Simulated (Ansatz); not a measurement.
A CCSD(T) single point on C2H8FNSi (`CN([SiH3])CF`).

```yaml
crystal:
  periodic: [false, false, false]
  atoms:
    - {symbol: C, position_ang: [-0.463391, 0.459943, 1.321974]}
    - {symbol: N, position_ang: [0.134526, 0.178359, 0.029244]}
    - {symbol: Si, position_ang: [0.867408, -1.367625, -0.249425]}
    - {symbol: C, position_ang: [-0.317164, 0.971867, -1.033164]}
    - {symbol: F, position_ang: [-1.620584, 0.641366, -1.441338]}
    - {symbol: H, position_ang: [-1.513594, 0.153589, 1.378444]}
    - {symbol: H, position_ang: [0.086920, -0.061346, 2.108623]}
    - {symbol: H, position_ang: [-0.408479, 1.532861, 1.533138]}
    - {symbol: H, position_ang: [-0.093057, -2.506691, -0.267637]}
    - {symbol: H, position_ang: [1.836044, -1.616744, 0.850075]}
    - {symbol: H, position_ang: [1.553859, -1.290012, -1.563067]}
    - {symbol: H, position_ang: [-0.362660, 2.026811, -0.741584]}
    - {symbol: H, position_ang: [0.320673, 0.842920, -1.910383]}
basis:
  gaussian: {orbitals: def2-TZVPP}
correlation: {method: ccsd_t}
```

```sh
$ ansatz run in.yaml --threads 4 --pin off --events-out ev --progress --plain --max-ram 10444MiB
```

Log, shortened:

```
Functional definition: HF
1637 factors; integrals over basis functions are off by at most 1.1e-3 eV
mean field evaluation 1: about -14236.8434 eV, gradient 3.6e1 eV
mean field evaluation 2: about -14237.1121 eV, gradient 3.7e1 eV
mean field evaluation 4: about -14240.4591 eV, gradient 4.5e0 eV
mean field evaluation 8: about -14240.5215 eV, gradient 2.1e-1 eV
mean field -14240.52164108 eV, -523.3295177375 hartree, gradient 2.0e-6 eV, S^2 0.000000; 0 other end points of the search recorded, 0 dependent functions left out
9 core orbitals not correlated: weight in the atoms' cores, before any rotation towards them, 1.000 or more for the frozen orbitals, at most 0.000 for the correlated occupied ones
reference -14240.52164108 eV, -523.3295177375 hartree; 16, 16 occupied and 253, 253 virtual orbitals, 1637 factors
second order -25.46730304 eV of doubles, -0.00000000 eV of singles
cycle   1  -25.99881969 eV  change   -5.3e-1 eV  update   1.1e-1
cycle   2  -26.63758205 eV  change   -6.4e-1 eV  update   3.0e-2
cycle   3  -26.76835016 eV  change   -1.3e-1 eV  update   1.5e-2
cycle   4  -26.75654465 eV  change    1.2e-2 eV  update   3.4e-3
cycle   5  -26.75537735 eV  change    1.2e-3 eV  update   1.5e-3
cycle   6  -26.75608950 eV  change   -7.1e-4 eV  update   4.9e-4
cycle   7  -26.75583095 eV  change    2.6e-4 eV  update   1.8e-4
cycle   8  -26.75573586 eV  change    9.5e-5 eV  update   6.4e-5
cycle   9  -26.75576003 eV  change   -2.4e-5 eV  update   2.5e-5
perturbative correction -0.95324434 eV, -0.0350310832 hartree
Total energy: -14268.23064545 eV, -524.3478048660 hartree
```

Hardware: 4 threads of an Arm Neoverse V1 on a shared host. Wall time 4.8 min, peak host memory 8 GiB.

MP2 recovers 91.9 % of the CCSD(T) correlation energy and the triples give 3.4 %; T1 = 0.0112.
